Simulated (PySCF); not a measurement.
Ge(H)(F)2(Et) (C₂H₆F₂Ge), SMILES C[CH2][GeH]([F])[F]. Atoms are numbered in the order given.

```xyz
11

Ge     0.4944    -0.3197     0.0000
F      0.8252     0.6983     1.3699
F      0.8252     0.6983    -1.3699
C     -1.3909    -0.7196     0.0000
C     -2.2246     0.5668     0.0000
H      1.5358    -1.4388     0.0000
H     -1.6051    -1.3409    -0.8855
H     -1.6051    -1.3409     0.8855
H     -2.0024     1.1783    -0.8880
H     -3.3025     0.3427     0.0000
H     -2.0024     1.1783     0.8880
```

Coordinates come from a ωB97X-D3(BJ)/def2-SVP optimisation. Other conformers were not sampled.

Method: PBE/def2-TZVP run with PySCF.

Gas-phase values at a fixed geometry.

Computed frontier levels, gap, dipole moment and polarisability:
```json
{
  "highest_occupied_level": "-7.55 eV",
  "lowest_empty_level": "-0.41 eV",
  "orbital_gap": "7.13 eV",
  "dipole_moment": "3.04 D",
  "quadrupole, principal values (traceless, Buckingham form, about the centre of nuclear charge)": "-4.22, -0.20, 4.42 D·Å",
  "mean_static_polarisability": "53.1 bohr³ (7.87 Å³)",
  "polarisability_principal_values": "47.0, 49.3, 63.1 bohr³"
}
```
